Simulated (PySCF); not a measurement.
# Ionisation energy of Sn²⁵⁺ by level of theory

Sn²⁵⁺ [Ar] 3d7 (4F) → Sn²⁶⁺ [Ar] 3d6 (5D), as a difference of total energies. Calculation: PySCF 2.14, in an even-tempered Gaussian basis (19 s from 2.9 bohr⁻², ratio 2.5; 13 p from 3.8 bohr⁻², ratio 2.5; 8 d from 3.8 bohr⁻², ratio 2.5; 4 f from 17 bohr⁻², ratio 2.7; 3 g from 26 bohr⁻², ratio 2.7); scalar relativity by spin-free X2C-1e. Correlated levels: outer shells: [Ne] frozen; virtual orbitals above 40 to 60 times the deepest correlated orbital energy dropped. The calculations carry no spin-orbit coupling.

```json
{"method": "UHF", "ionisation energy (eV)": "1346.8"}
{"method": "LDA", "ionisation energy (eV)": "1347.8"}
{"method": "PBE", "ionisation energy (eV)": "1348.1"}
{"method": "PBE0", "ionisation energy (eV)": "1348.3"}
{"method": "r2SCAN", "ionisation energy (eV)": "1349.1"}
{"method": "TPSS", "ionisation energy (eV)": "1348.2"}
{"method": "M06-L", "ionisation energy (eV)": "1348.7"}
{"method": "MP2 (outer shells)", "ionisation energy (eV)": "1348.0"}
{"method": "SCS-MP2 (outer shells)", "ionisation energy (eV)": "1348.2"}
```

A first-order spin-orbit estimate (lowest level to lowest level, LS coupling) adds 1.783 eV.

Breit and QED terms and the two-electron picture change are absent.

For comparison: 1347 ± 4 eV (theoretical estimate listed by NIST; NIST Atomic Spectra Database, ionization energies).
